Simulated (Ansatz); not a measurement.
An input meant for Li12F12⁺ (started as a model of: 2x3x4 LiF rock-salt block) (charge 1, doublet).

```yaml
crystal:
  periodic: [false, false, false]
  atoms:
    - {symbol: Li, position_ang: [-0.856691, -1.501823, -2.728861]}
    - {symbol: F, position_ang: [-0.971350, -1.688141, -0.913302]}
    - {symbol: Li, position_ang: [-0.938576, -1.617751, 0.934581]}
    - {symbol: F, position_ang: [-0.918401, -1.569439, 2.810276]}
    - {symbol: F, position_ang: [-1.801303, -0.000125, -2.820611]}
    - {symbol: Li, position_ang: [-1.863769, 0.000101, -0.945396]}
    - {symbol: F, position_ang: [-1.952202, 0.000446, 0.901715]}
    - {symbol: Li, position_ang: [-1.744681, 0.000602, 2.718634]}
    - {symbol: Li, position_ang: [-0.854958, 1.500505, -2.729261]}
    - {symbol: F, position_ang: [-0.969390, 1.687130, -0.913692]}
    - {symbol: Li, position_ang: [-0.936742, 1.617531, 0.934134]}
    - {symbol: F, position_ang: [-0.916761, 1.569806, 2.809724]}
    - {symbol: F, position_ang: [0.916695, -1.569761, -2.809783]}
    - {symbol: Li, position_ang: [0.936785, -1.617576, -0.934102]}
    - {symbol: F, position_ang: [0.969386, -1.687086, 0.913661]}
    - {symbol: Li, position_ang: [0.854950, -1.500491, 2.729277]}
    - {symbol: Li, position_ang: [1.744713, -0.000622, -2.718554]}
    - {symbol: F, position_ang: [1.952192, -0.000399, -0.901693]}
    - {symbol: Li, position_ang: [1.863797, -0.000080, 0.945417]}
    - {symbol: F, position_ang: [1.801396, 0.000120, 2.820552]}
    - {symbol: F, position_ang: [0.918391, 1.569453, -2.810342]}
    - {symbol: Li, position_ang: [0.938578, 1.617757, -0.934625]}
    - {symbol: F, position_ang: [0.971325, 1.688151, 0.913320]}
    - {symbol: Li, position_ang: [0.856615, 1.501695, 2.728932]}
basis:
  gaussian: {orbitals: 6-31G, final_grid: {core_spheres: 8, valence_spheres: 7, degree: 23}}
total_charge: 1
magnetization: {spin_polarized: true, initial_magnetization: 1}
hamiltonian: {xc: {name: HF}}
correlation: {active_space: {window: {electrons: 40, orbitals: 30}}}
```

```sh
$ ansatz run in.yaml --threads 4 --pin off --events-out ev --progress --plain --max-ram 6963MiB
```

(1) Predict how Ansatz answers.

Answers

(1) The input was rejected before any iteration.
```
Error: invalid value for `correlation.active_space`: it starts from restricted Hartree–Fock orbitals; set hamiltonian.xc: hf without magnetization.spin_polarized
```
